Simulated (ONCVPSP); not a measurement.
## An all-electron radial function and its pseudo partner (Ne (Z = 10))

Columns: radius, all-electron u(r) and pseudo u(r) of the 2s shell (level -36.41 eV) of neon in the configuration [He] 2s2 2p6; PBE, scalar-relativistic, ONCV scheme, ONCVPSP 4.0.1.

| r (bohr) | all-electron | pseudo |
| --- | --- | --- |
| 0.070 | -0.4744 | 0.0907 |
| 0.140 | -0.3513 | 0.1921 |
| 0.210 | -0.0376 | 0.3222 |
| 0.280 | 0.2948 | 0.4722 |
| 0.350 | 0.5790 | 0.6333 |
| 0.420 | 0.7949 | 0.8017 |
| 0.490 | 0.9433 | 0.9434 |
| 0.560 | 1.0333 | 1.0333 |
| 0.630 | 1.0762 | 1.0762 |
| 0.700 | 1.0834 | 1.0834 |
| 0.770 | 1.0645 | 1.0645 |
| 0.840 | 1.0274 | 1.0274 |
| 0.910 | 0.9784 | 0.9784 |
| 0.980 | 0.9220 | 0.9220 |
| 1.050 | 0.8618 | 0.8618 |
| 1.120 | 0.8002 | 0.8002 |
| 1.190 | 0.7391 | 0.7391 |
| 1.260 | 0.6797 | 0.6798 |
| 1.330 | 0.6229 | 0.6229 |
| 1.400 | 0.5690 | 0.5690 |
| 1.470 | 0.5185 | 0.5185 |
| 1.540 | 0.4715 | 0.4715 |
| 1.610 | 0.4279 | 0.4279 |
| 1.680 | 0.3877 | 0.3877 |
| 1.750 | 0.3509 | 0.3509 |
| 1.820 | 0.3171 | 0.3171 |

(1) How many radial nodes do the two functions have?

(2) At about which radius was the pseudo-wave matched?

(3) Is the pseudo-wave norm-conserving?

Results:

(1) The all-electron 2s function has n − l − 1 = 1; the pseudo-wave has 0, since the states of the same l below it are removed with the core.

(2) 0.55 bohr, where the columns begin to agree (steps of 0.07 bohr).

(3) Yes: the ONCV scheme keeps the norm inside the radius equal to the all-electron one, which fixes the energy derivative of the logarithmic derivative at the level.
